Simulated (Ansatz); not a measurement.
Process, species as SMILES: CCC[C](C)O → CC(C)CC[O]
Geometries: B3LYP-D3(BJ)/def2-TZVP minima from Ansatz (a program for electronic structure), one conformer each, not searched for the lowest. Frequencies are from Ansatz.

Quantity: isomerisation energy (0 K, with B3LYP-D3(BJ) harmonic zero-point energies), in kcal/mol. Cores are frozen in the correlated levels unless marked. Open shells are spin-unrestricted. Spin-orbit coupling is left out. No relativistic terms. Basis-set limits of correlation are two-point, X^-3; Hartree-Fock from the larger set. [CCSD(T)-MP2]/basis is that difference in the basis named.

```csv
level,program,isomerisation energy (kcal/mol)
PBE/def2-TZVPD,Ansatz,14.2
r2SCAN-D4/def2-TZVPD,Ansatz + dftd4,13.5
B97M-V/def2-TZVPD,Ansatz,11.0
B3LYP/def2-TZVPD,Ansatz,12.9
PBE0-D3(BJ)/def2-TZVPD,Ansatz + dftd3,13.0
PBE0-D4/def2-TZVPD,Ansatz + dftd4,13.2
PBE0/def2-TZVPD,Ansatz,13.3
BHLYP-D3(BJ)/def2-TZVPD,Ansatz + dftd3,9.8
CAM-B3LYP-D3(BJ)/def2-TZVPD,Ansatz + dftd3,13.0
LC-wPBE-D4/def2-TZVPD,Ansatz + dftd4,(withheld)
wB97X-V/def2-TZVPD,Ansatz,(withheld)
B2GP-PLYP-D3(BJ)/def2-TZVPD,Ansatz + dftd3,13.6
B2GP-PLYP/def2-TZVPD,Ansatz,13.7
PBE-QIDH/def2-TZVPD,Ansatz,13.6
SCS-MP2/STO-3G,Ansatz,-14.1
SCS-MP2/6-31G*,Ansatz,9.6
CCSD/cc-pwCVTZ,Ansatz,11.9
"RI-MP2/CBS(cc-pVTZ,cc-pVQZ)+[CCSD(T)-MP2]/cc-pVTZ",Ansatz,14.2
```

**Question.** What belongs in the gaps?

**Answer.** 
- LC-wPBE-D4/def2-TZVPD, isomerisation energy (kcal/mol): 14.3
- wB97X-V/def2-TZVPD, isomerisation energy (kcal/mol): 11.7
